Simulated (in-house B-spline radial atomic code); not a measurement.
# Response and correlation of Bi LXXXII (Bi81+)

Closed shell 1s2. Computed with an all-electron radial atomic-structure program (B-spline basis): Dirac-Hartree-Fock, relativistic RPA (time-dependent Dirac-Hartree-Fock) for the response and second-order many-body perturbation theory for correlation, no-pair Dirac-Coulomb Hamiltonian, finite nucleus.

Command:
```bash
python run_mb.py task.json out
```
Settings (nuclear radius in fm, box in bohr, cutoff in hartree):
```
basis_form          2
Z                   83
core_configuration  1s2
rms_radius          5.5211
mass_number         209
speed_of_light      137.036
box_radius          1.325
lmax                7
intervals           54
virtual_cutoff      172225.0
```

Time taken, with all properties: 0.2 s on 1 thread of Arm Neoverse V2 (shared host).

```tsv
multipole (bohr³, bohr⁵, bohr⁷)	uncoupled	coupled RPA
dipole	1.2347e-07	?
quadrupole	5.1102e-11	5.1373e-11
octupole	5.8925e-14	5.9149e-14
```

What is the coupled dipole polarisability?

1.2434e-07 atomic units, +1 % against the uncoupled value.

Which subshells carry the dipole polarisability?

1s1/2 100.0 %.

What does the dipole shielding factor come to?

The dipole shielding factor is 0.024, against the exact N/Z = 2/83 = 0.024 of the non-relativistic theorem.

Dipole polarisability at imaginary frequency:

| u (Eh) | α(iu) (bohr³) |
| --- | --- |
| 0 | 1.243e-07 |
| 37.1 | 1.243e-07 |
| 111 | 1.242e-07 |
| 223 | 1.237e-07 |
| 371 | 1.226e-07 |
| 743 | 1.178e-07 |
| 1490 | 1.019e-07 |
| 3710 | 5.429e-08 |

What dispersion coefficients follow for two such ions (the dispersion part alone)?

C6 = (3/π)∫α(iu)²du = 3.785e-11 hartree·bohr⁶ and C8 = 8.932e-14 hartree·bohr⁸.

Lowest J = 1 odd-parity excitations:

```
energy (eV)  oscillator strength  leading channel  weight
      76538                0.212     1s1/2 → p1/2     1.0
      79253                0.459     1s1/2 → p3/2     1.0
      91368               0.0335     1s1/2 → p1/2     1.0
      92178               0.0957     1s1/2 → p3/2     1.0
```

Second-order correlation energy by the highest angular momentum of the excited pair (hartree): s -0.02262, p -0.02579, d -0.003543, f -0.0009864, g -0.0003822, h -0.0001711, i -9.167e-05, k -5.398e-05.

What is the second-order correlation energy at the partial-wave limit?

The listed waves sum to -0.053634 hartree; extrapolating the increments as (l + 1/2)⁻⁴ gives -0.053744 hartree, -0.731 eV per electron.
